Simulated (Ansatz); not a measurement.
Program: Ansatz. Geometries: PBE0-D4/def2-TZVP. ΔE: electronic, gas phase. CCSD(T)/CBS adds triple-zeta CCSD(T) − MP2 to the extrapolated MP2 energy (def2 sets, frozen cores). This one scheme is used for every species. DFT in def2-TZVPP. HSE06 is defined as in plane-wave codes. Elements past krypton have def2 core potentials. For Hf outer-core shells are correlated without core-valence functions, which leaves a few kJ/mol of doubt a bond. One conformer a species, not always the lowest.

Consider the substitution at a C–C bond: `FC(F)(F)C[O][Hf]([Cl])([Cl])[Cl]` + H₂S → `FC(F)(F)S` + `C[O][Hf]([Cl])([Cl])[Cl]`.

```json
{"level": "HSE06-D4", "ΔE (kJ/mol)": "38.5"}
{"level": "PBE", "ΔE (kJ/mol)": "27.9"}
```

Problem. What does CCSD(T)/CBS give? (An estimate is asked.)

Solution. Ansatz gave: +43.7 kJ/mol. The listed levels differ from it by -5.2, -15.8 kJ/mol.

Largest T1 diagnostic among the species: 0.014.

Leaving LDA and LC-ωPBE aside and taking each functional with its dispersion term where it has one, the values, not all of them listed here, spread over 15.2 kJ/mol, from revPBE-D4 to BHLYP-D4. LDA lies +9.6 kJ/mol from PBE without D4. From PBE to PBE0 (25 % exact exchange), in def2-TZVPP and without D4, ΔE moves by +7.6 kJ/mol. At CCSD(T), def2-SVP lies +14.2 kJ/mol from the extrapolated value and def2-TZVPP +3.3 kJ/mol.

CCSD(T)/CBS has its own doubt, a few kJ/mol and more with outer-core shells, so smaller differences from it don't rank the levels.
